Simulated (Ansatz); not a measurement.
A structure relaxed at r2SCAN-D4/def2-SVPD in Ansatz, charge -1, doublet:

Cartesian coordinates in Å:
```
Al -1.810 -3.248 3.500
Al 1.806 3.223 -3.525
Al 0.591 1.054 -1.144
Al -0.589 -1.046 1.153
N -1.193 -2.122 2.325
N -0.709 0.068 -0.302
N 0.709 -0.055 0.314
N 1.194 2.126 -2.321
```

Problem. Give its formula and point group.

Solution. the cluster Al₄N₄⁻. Point group D2h (tolerance 0.1 Å).

Problem. Summarise the bond lengths by kind (pairs closer than 1.2 times the sum of covalent radii, bridged metal pairs left out).

Solution. 8 × Al–N 1.70 to 1.84 Å; 1 × N–N 1.55 Å.

Another isomer (doublet) lies 0.81 eV lower at PBE0-D4/def2-TZVPD; other spin states weren't run for this one.
